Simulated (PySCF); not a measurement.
# Simulated absorption spectrum

Species: BMe2Cl, C2H6BCl.
SMILES: `CB(C)Cl`

Computed, not measured: PySCF, TDDFT B3LYP/def2-SVPD, vertical, gas phase, core orbitals frozen in the response. Isolated species at its PBE0-D3(BJ)/def2-SVP geometry, gas phase.

Computed states:

```tsv
state	E (eV)	f
S1	5.72	0.0000
S2	7.21	0.055
S3	7.32	0.0068
S4	7.41	0.0075
S5	7.42	0.123
S6	8.27	0.017
S7	8.48	0.0010
S8	8.65	0.016
S9	8.78	0.016
S10	8.84	0.102
```

Broadening: Gaussians 0.25 eV wide at half height, area fixed by f = 4.319×10⁻⁹ ∫ε dν̃. The cross-section is σ = 3.8235×10⁻²¹ ε cm², given in Mb (10⁻¹⁸ cm²). The width is an assumption, not a result. The curve ends short of the highest state used, and states not computed would add to its high-energy end.

(1) What does the envelope look like, and where are its maxima?

(2) Coming from long wavelengths, where does ε first pass 100 L mol⁻¹ cm⁻¹?

(3) On this curve, what absorbance would a 10⁻⁴ mol/L sample give at 222 nm over a 1 cm path?

Answers

(1) 
E (eV), σ (Mb) and a bar:
```
     5.35       0.00 
     5.43       0.00 
     5.51       0.00 
     5.60       0.01 
     5.68       0.02 
     5.76       0.02 
     5.84       0.01 
     5.93       0.00 
     6.01       0.00 
     6.09       0.00 
     6.17       0.00 
     6.26       0.00 
     6.34       0.00 
     6.42       0.00 
     6.50       0.00 
     6.59       0.00 
     6.67       0.00 
     6.75       0.00 
     6.83       0.03 
     6.92       0.52 
     7.00       3.13 ##
     7.08      11.04 ######
     7.16      23.91 ############
     7.25      39.00 ####################
     7.33      53.19 ###########################
     7.41      59.69 ##############################
     7.49      44.52 ######################
     7.58      17.19 #########
     7.66       4.09 ##
     7.74       0.55 
     7.83       0.03 
     7.91       0.02 
     7.99       0.20 
     8.07       1.11 #
     8.16       3.99 ##
     8.24       6.81 ###
```

Maxima: 168 nm (7.40 eV), ε about 16000, made up of S5 (83%) (ε in L mol⁻¹ cm⁻¹; maxima over ε = 5, shares over 10%). At its high-energy end, 8.24 eV, the curve is still rising (ε about 1800, from S6).

(2) At about 179 nm (6.91 eV), 1.19 eV above S1.

(3) 222 nm is 5.585 eV, where ε is about 1.8 L mol⁻¹ cm⁻¹, so A = ε c l ≈ 0.00018 (Beer–Lambert, with the gas-phase spectrum and the assumed width).
